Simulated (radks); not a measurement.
Initial-state core-level shifts of neutral promethium when its valence configuration changes from [Xe] 4f5 6s2. Calculated with a radial shooting solver on a logarithmic mesh with Libxc functionals: Dirac Kohn-Sham, PBE, spin-unpolarised, spherical densities, finite nucleus; open shells are shared between the two j in proportion to 2j + 1; Fermi nuclear charge, rms radius 4.962 fm. Shifts are changes of the shell-averaged eigenvalues in eV (positive: less bound); the change of the density at the nucleus, which sets a Mossbauer isomer shift, is in e/bohr^3, on a base of 4.927e+05.

[
 {"valence": "4f7", "1s": "+2.043", "2p": "+2.420", "4s": "+2.851", "4d": "+2.609", "density at nucleus": "-52.84"},
 {"valence": "4f4.5 6s2 6p0.5", "1s": "-4.276", "2p": "-4.523", "4s": "-4.757", "4d": "-4.569", "density at nucleus": "+18.44"},
 {"valence": "4f5 5d2", "1s": "+1.415", "2p": "+1.506", "4s": "+1.470", "4d": "+1.525", "density at nucleus": "-38.63"},
 {"valence": "4f5 5d1 6s1", "1s": "+0.958", "2p": "+1.010", "4s": "+0.986", "4d": "+1.017", "density at nucleus": "-21.17"},
 {"valence": "4f4 5d1 6s2", "1s": "-6.012", "2p": "-6.474", "4s": "-6.993", "4d": "-6.537", "density at nucleus": "+28.73"},
 {"valence": "4f5.5 6s1 6p0.5", "1s": "+1.986", "2p": "+2.174", "4s": "+2.382", "4d": "+2.254", "density at nucleus": "-28.21"},
 {"valence": "4f3 5d2 6s2", "1s": "-13.111", "2p": "-14.169", "4s": "-15.180", "4d": "-14.092", "density at nucleus": "+62.83"},
 {"valence": "4f4.5 5d1 6s1 6p0.5", "1s": "-2.749", "2p": "-2.918", "4s": "-3.185", "4d": "-2.971", "density at nucleus": "-7.99"},
 {"valence": "4f4 6s2 6p1", "1s": "-9.133", "2p": "-9.684", "4s": "-10.152", "4d": "-9.717", "density at nucleus": "+40.16"}
]
